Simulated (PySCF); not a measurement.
ZrI4, SMILES [Zr]([I])([I])([I])[I], multiplicity 1.

Geometry: PBE0-D3(BJ)/def2-SVP. The multiplicity is an assumed one; no other spin state was optimised. The isomer is the one that the SMILES or the coordinates give; other isomers of the formula were not compared. The def2 effective core potentials stand for the cores of I, Zr; spin–orbit coupling is left out.

Two levels are set side by side: TDDFT-PBE/def2-SVPD (PySCF) and TDDFT-LC-ωPBE/def2-SVPD (PySCF). Vertical, same geometry. The lowest singlet is HOMO−1→LUMO+1 73 %, HOMO−1→LUMO 27 % with PBE and HOMO→LUMO+1 60 %, HOMO→LUMO 33 % with the other functional; states are paired by order. Differences are taken from unrounded values.

| quantity | TDDFT-PBE |
|---|---|
| lowest singlet excitation (eV) | 3.19 |
| lowest triplet excitation (TDA) (eV) | 3.05 |

These are the TDDFT-PBE values. What does TDDFT-LC-ωPBE give? (Estimate from the structure and the level; the computed values follow.)


| quantity | TDDFT-LC-ωPBE | TDDFT-PBE minus TDDFT-LC-ωPBE |
|---|---|---|
| lowest singlet excitation (eV) | 4.30 | -1.10 |
| lowest triplet excitation (TDA) (eV) | 4.00 | -0.95 |

Functionals without exact exchange tend to place singlet excitations lower, as here. Differences between two approximate levels are no errors against the true value.

Rough cost on one machine, each run with all the roots and properties that it gave: TDDFT-LC-ωPBE against TDDFT-PBE about 5 times.
